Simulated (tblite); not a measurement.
C5H14BBrSi.
Atom-mapped SMILES: `[CH3:1][CH2:2][B:3]([CH3:4])[CH2:5][CH2:6][SiH2:7][Br:8]` (hydrogens: H9, H10, H11 on C1; H12, H13 on C2; H14, H15, H16 on C4; H17, H18 on C5; H19, H20 on C6; H21, H22 on Si7)

Computed with GFN2-xTB (tblite), gas phase: L-BFGS steps from a force-field or distance-geometry start until the largest atomic force falls under 0.01 eV/Å.

Geometry at step 12:
```
atom  x, y, z in Å
C1     -3.0415    0.6852   -0.0958
C2     -1.5318    0.9214   -0.0446
B3     -0.6854   -0.4200   -0.1364
C4     -1.4286   -1.8043   -0.0802
C5      0.8922   -0.4655    0.0817
C6      1.7921    0.6739   -0.4332
Si7     3.5425    0.4954    0.2918
Br8     4.9635    0.0939   -1.3706
H9     -3.3152   -0.1348    0.5548
H10    -3.3568    0.4237   -1.0983
H11    -3.6308    1.5405    0.2125
H12    -1.2842    1.4160    0.9037
H13    -1.2605    1.6539   -0.8102
H14    -2.2558   -1.8867   -0.7749
H15    -0.7890   -2.6654   -0.2266
H16    -1.8532   -1.9034    0.9185
H17     1.0177   -0.4819    1.1760
H18     1.3156   -1.4152   -0.2676
H19     1.3616    1.6357   -0.1445
H20     1.8135    0.6580   -1.5273
H21     3.6825   -0.6918    1.1199
H22     4.0410    1.6907    0.9492
```

Problem. What forces act on the atoms?

Solution. 
```json
{"atom": "C1", "Fx (eV/Å)": "-0.128", "Fy (eV/Å)": "-0.021", "Fz (eV/Å)": "0.002"}
{"atom": "C2", "Fx (eV/Å)": "0.026", "Fy (eV/Å)": "-0.027", "Fz (eV/Å)": "-0.017"}
{"atom": "B3", "Fx (eV/Å)": "0.231", "Fy (eV/Å)": "0.094", "Fz (eV/Å)": "0.273"}
{"atom": "C4", "Fx (eV/Å)": "0.035", "Fy (eV/Å)": "-0.022", "Fz (eV/Å)": "-0.002"}
{"atom": "C5", "Fx (eV/Å)": "0.122", "Fy (eV/Å)": "0.083", "Fz (eV/Å)": "0.024"}
{"atom": "C6", "Fx (eV/Å)": "-0.070", "Fy (eV/Å)": "-0.009", "Fz (eV/Å)": "0.016"}
{"atom": "Si7", "Fx (eV/Å)": "-0.069", "Fy (eV/Å)": "0.002", "Fz (eV/Å)": "-0.192"}
{"atom": "Br8", "Fx (eV/Å)": "0.057", "Fy (eV/Å)": "0.032", "Fz (eV/Å)": "-0.064"}
{"atom": "H9", "Fx (eV/Å)": "-0.058", "Fy (eV/Å)": "-0.086", "Fz (eV/Å)": "0.153"}
{"atom": "H10", "Fx (eV/Å)": "0.018", "Fy (eV/Å)": "-0.050", "Fz (eV/Å)": "-0.193"}
{"atom": "H11", "Fx (eV/Å)": "0.104", "Fy (eV/Å)": "0.310", "Fz (eV/Å)": "0.030"}
{"atom": "H12", "Fx (eV/Å)": "-0.005", "Fy (eV/Å)": "-0.083", "Fz (eV/Å)": "-0.025"}
{"atom": "H13", "Fx (eV/Å)": "0.030", "Fy (eV/Å)": "-0.066", "Fz (eV/Å)": "-0.043"}
{"atom": "H14", "Fx (eV/Å)": "-0.106", "Fy (eV/Å)": "0.005", "Fz (eV/Å)": "-0.069"}
{"atom": "H15", "Fx (eV/Å)": "0.137", "Fy (eV/Å)": "-0.119", "Fz (eV/Å)": "-0.061"}
{"atom": "H16", "Fx (eV/Å)": "-0.083", "Fy (eV/Å)": "-0.035", "Fz (eV/Å)": "0.031"}
{"atom": "H17", "Fx (eV/Å)": "-0.172", "Fy (eV/Å)": "-0.105", "Fz (eV/Å)": "-0.069"}
{"atom": "H18", "Fx (eV/Å)": "-0.081", "Fy (eV/Å)": "0.089", "Fz (eV/Å)": "0.005"}
{"atom": "H19", "Fx (eV/Å)": "0.014", "Fy (eV/Å)": "-0.030", "Fz (eV/Å)": "-0.001"}
{"atom": "H20", "Fx (eV/Å)": "-0.025", "Fy (eV/Å)": "-0.006", "Fz (eV/Å)": "0.076"}
{"atom": "H21", "Fx (eV/Å)": "-0.005", "Fy (eV/Å)": "-0.029", "Fz (eV/Å)": "0.095"}
{"atom": "H22", "Fx (eV/Å)": "0.028", "Fy (eV/Å)": "0.073", "Fz (eV/Å)": "0.032"}
```

The largest, 0.37 eV/Å, acts on B3; the rms over all components is 0.094 eV/Å. The forces sum to zero within rounding, as they must for an isolated molecule in no field.

Problem. Give the force on B3 in Eh/bohr and in nN.

Solution. 0.370 eV/Å ÷ 51.422 = 0.00719 Eh/bohr, and 0.370 eV/Å × 1.602 = 0.59 nN.

Problem. How far is this geometry from the end of the optimisation?

Solution. 0.197 eV above it, and 0.589 Å rms away after alignment. The bonds farthest from their final lengths, with half the difference of the two atoms' forces along the bond (positive lengthens):

```json
{"bond": "C6–Si7", "now (Å)": "1.903", "final (Å)": "1.893", "force along bond (eV/Å)": "-0.04"}
{"bond": "B3–C5", "now (Å)": "1.593", "final (Å)": "1.586", "force along bond (eV/Å)": "-0.07"}
{"bond": "C2–B3", "now (Å)": "1.589", "final (Å)": "1.582", "force along bond (eV/Å)": "0.00"}
{"bond": "C5–H17", "now (Å)": "1.102", "final (Å)": "1.096", "force along bond (eV/Å)": "-0.06"}
{"bond": "C4–H14", "now (Å)": "1.083", "final (Å)": "1.089", "force along bond (eV/Å)": "+0.07"}
{"bond": "C1–H9", "now (Å)": "1.082", "final (Å)": "1.087", "force along bond (eV/Å)": "+0.06"}
```

The angle farthest from its final value is B3–C2–H13, 113.1° against 108.4°.

The cost below is that of the whole relaxation. On one thread of an Arm Neoverse N1, no GPU, shared host, this took 2.6 s.
